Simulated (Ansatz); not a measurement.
`[CH3][AlH][CH2]Br`, relaxed with RKS PBE-D4/def2-SVP in Ansatz 0.2.0 from a rough embedded geometry. The force threshold is 0.03 eV/Å; the program also tests the step.

Charge 0, multiplicity 1.

Start:

```xyz
10

C     0.527   -0.747   -1.413
Al   -0.773   -0.297   -0.064
C    -0.260    0.848    1.449
Br    1.605    1.403    1.400
H     1.426   -1.296   -0.997
H     0.944    0.196   -1.945
H     0.100   -1.386   -2.205
H    -2.236   -0.859   -0.134
H    -0.911    1.814    1.483
H    -0.422    0.324    2.425
```

```json
{"step": "1", "energy (eV)": "-78785.4856", "largest force (eV/Å)": "1.451", "largest move (Å)": "0.000"}
{"step": "2", "energy (eV)": "-78785.5964", "largest force (eV/Å)": "0.545", "largest move (Å)": "0.054"}
{"step": "3", "energy (eV)": "-78785.6029", "largest force (eV/Å)": "0.304", "largest move (Å)": "0.055"}
{"step": "4", "energy (eV)": "-78785.6087", "largest force (eV/Å)": "0.046", "largest move (Å)": "0.035"}
{"step": "5", "energy (eV)": "-78785.6089", "largest force (eV/Å)": "0.012", "largest move (Å)": "0.005"}
```

End:

```xyz
10

C     0.543   -0.757   -1.455
Al   -0.771   -0.311   -0.075
C    -0.285    0.850    1.461
Br    1.610    1.402    1.403
H     1.430   -1.248   -0.998
H     0.930    0.171   -1.929
H     0.149   -1.417   -2.252
H    -2.291   -0.832   -0.095
H    -0.880    1.787    1.498
H    -0.434    0.355    2.444
```

Hardware: 4 threads of an Arm Neoverse V1 on a shared host. Wall time 7 s, peak host memory 0.16 GiB.
